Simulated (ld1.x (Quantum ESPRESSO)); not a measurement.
# u(r) = r·R(r): atom against pseudo-atom (magnesium)

Columns: radius, all-electron u(r) and pseudo u(r) of the 3p shell (level -12.89 eV) of magnesium in the configuration [He] 2s2 2p6 3s0 3p0; PBE, scalar-relativistic, PAW scheme, ld1.x (Quantum ESPRESSO) 7.5.

```csv
r (bohr),all-electron,pseudo
0.062,0.0413,0.0194
0.125,0.1179,0.0758
0.188,0.1903,0.1602
0.250,0.2437,0.2576
0.312,0.2768,0.3546
0.375,0.2907,0.4381
0.438,0.2876,0.4943
0.500,0.2711,0.5158
0.562,0.2443,0.5017
0.625,0.2093,0.4540
0.688,0.1686,0.3802
0.750,0.1248,0.2918
0.812,0.0785,0.1977
0.875,0.0301,0.1051
0.938,-0.0187,0.0218
1.000,-0.0665,-0.0486
1.062,-0.1136,-0.1078
1.125,-0.1602,-0.1592
1.188,-0.2052,-0.2052
1.250,-0.2477,-0.2477
1.312,-0.2883,-0.2883
1.375,-0.3273,-0.3273
1.438,-0.3640,-0.3640
1.500,-0.3978,-0.3978
1.562,-0.4291,-0.4291
1.625,-0.4586,-0.4586
```

Question: How many radial nodes do the two functions have?

Answer: The all-electron 3p function has n − l − 1 = 1; the pseudo-wave has 1, since 1 lower shell of the same l stays in the valence.

Question: At about which radius was the pseudo-wave matched?

Answer: 1.25 bohr, where the columns begin to agree (steps of 0.06 bohr).

Question: Is the pseudo-wave norm-conserving?

Answer: No, it belongs to a PAW set: the norm inside the radius is not constrained, and the difference is carried by the augmentation charge.
